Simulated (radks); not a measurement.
Nb IV, 38 electrons, occupied as [Kr] 4d2 (the NIST ground configuration).

All-electron calculation, Dirac Kohn-Sham, BLYP, spin-unpolarised, spherical densities, finite nucleus; open shells fill j = l - 1/2 first; Fermi nuclear charge, rms radius 4.324 fm. Program: a radial shooting solver on a logarithmic mesh with Libxc functionals.

Energy parts (eV):
| part | energy |
|---|---|
| total | -103918.370 |
| kinetic | 107576.552 |
| electron-nucleus | -249770.039 |
| Hartree | 41500.449 |
| exchange-correlation | -3225.331 |

Orbitals (lengths in bohr, moments of r in powers of bohr; r(max) is where P^2 peaks; r(90%) holds 90 % of the orbital's charge):
| orbital | occ. | eigenvalue (eV) | r(90%) | r(max) | <1/r> | <r^2> |
|---|---|---|---|---|---|---|
| 1s1/2 | 2 | -18834.24 | 0.0646 | 0.02349 | 42.40 | 0.001757 |
| 2s1/2 | 2 | -2660.984 | 0.244 | 0.1333 | 9.625 | 0.02938 |
| 2p1/2 | 2 | -2444.941 | 0.220 | 0.1038 | 9.602 | 0.02223 |
| 2p3/2 | 4 | -2349.105 | 0.226 | 0.1076 | 9.165 | 0.02361 |
| 3s1/2 | 2 | -469.6666 | 0.656 | 0.3957 | 3.275 | 0.2252 |
| 3p1/2 | 2 | -388.3449 | 0.664 | 0.3831 | 3.172 | 0.2243 |
| 3p3/2 | 4 | -372.8154 | 0.680 | 0.3924 | 3.067 | 0.2350 |
| 3d3/2 | 4 | -229.1361 | 0.691 | 0.3327 | 2.872 | 0.2240 |
| 3d5/2 | 6 | -226.2438 | 0.697 | 0.3354 | 2.845 | 0.2276 |
| 4s1/2 | 2 | -88.6941 | 1.67 | 1.027 | 1.191 | 1.486 |
| 4p1/2 | 2 | -65.8854 | 1.85 | 1.098 | 1.074 | 1.796 |
| 4p3/2 | 4 | -63.6751 | 1.89 | 1.122 | 1.045 | 1.877 |
| 4d3/2 | 2 | -30.5986 | 2.66 | 1.394 | 0.7647 | 3.471 |
| 4d5/2 | 0 | -30.3667 | 2.68 | 1.404 | 0.7587 | 3.519 |

The highest occupied level is 4d3/2 at -30.599 eV. The electron density at the nucleus is 8.252e+04 e/bohr^3. The density falls to 0.001 e/bohr^3 at r = 3.31 bohr. For comparison, the ionisation energy in NIST's Atomic Spectra Database is 37.61 eV (measured). In exact Kohn-Sham theory the highest level is minus the ionisation energy, but local and semilocal functionals leave it too shallow, through self-interaction and a potential that decays too fast; potentials with the right tail come closer. Summed over all electrons, <r^2> = 25.32 bohr^2, which gives a Langevin (diamagnetic) susceptibility term of -20.1 x 10^-6 cm^3/mol.

Beside tabulated values, note that spin-unpolarised runs miss the spin-polarisation part of the exchange energy of open shells.
